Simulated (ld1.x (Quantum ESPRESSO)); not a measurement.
Pd (Z = 46), TM: configuration errors across variants

Pd (Z = 46), norm-conserving Troullier–Martins (Kleinman–Bylander form), made with ld1.x (Quantum ESPRESSO) 7.5 (PBE, scalar-relativistic). Core [Kr], reference 4d10 5s0 5p0. Waves: 5s (bound, empty): rc 2.65 bohr; 4d (bound): rc 1.20 bohr; 5p (bound, empty): rc 3.30 bohr. Local part: the p channel. Core correction: a·sin(br)/r model core inside 0.60 bohr.

All-electron excitation energies from the reference (eV): (1) 4d9 5s0 5p0 9.115; (2) 4d8 5s0 5p0 29.934; (3) 4d7 5s0 5p0 64.293; (4) 4d9.5 5s0 5p0 3.234; (5) 4d8 5s1 5p0 13.640; (6) 4d9 5s1 5p0 1.501; (7) 4d6 5s0 5p0 113.639.

A true bound ghost makes a file unfit for plane-wave use even where its test errors are small: the radial tests pick states by their node count and pass the ghost by.

Errors AE − PS in meV (a dash: test not solved or not reliable):

```tsv
change	(1)	(2)	(3)	(4)	(5)	(6)	(7)	bound ghosts
base	-112	-642	-1802	-21	-474	-114	-3681	none
all radii but the core radius scaled by about 0.77 (s 2.04, p 2.54, d 0.92 bohr)	-108	-635	-1800	–	+62	-83	-3701	none
all radii but the core radius scaled by about 0.82 (s 2.16, p 2.70, d 0.98 bohr)	-109	-632	-1784	-20	-485	-114	-3662	none
all radii but the core radius scaled by about 0.90 (s 2.38, p 2.96, d 1.08 bohr)	-110	-632	-1778	-21	-516	-119	-3645	none
all radii but the core radius scaled by about 1.12 (s 2.98, p 3.70, d 1.34 bohr)	-116	-663	-1844	-22	-314	-93	-3742	none
all radii but the core radius scaled by about 1.18 (s 3.12, p 3.88, d 1.42 bohr)	-119	-674	-1867	-23	-149	-76	-3773	none
all radii but the core radius scaled by about 1.25 (s 3.32, p 4.14, d 1.50 bohr)	-123	-691	-1897	-24	+571	-22	-3808	none
all radii but the core radius scaled by about 1.30 (s 3.46, p 4.30, d 1.56 bohr)	-125	-695	-1902	-24	+1176	+38	-3810	none
```

Question: Give the same row for: all radii but the core radius scaled by about 1.40 (s 3.72, p 4.64, d 1.68 bohr).

Answer: -129, -709, -1919, -25, -987, -117, -3812; bound ghosts: s.
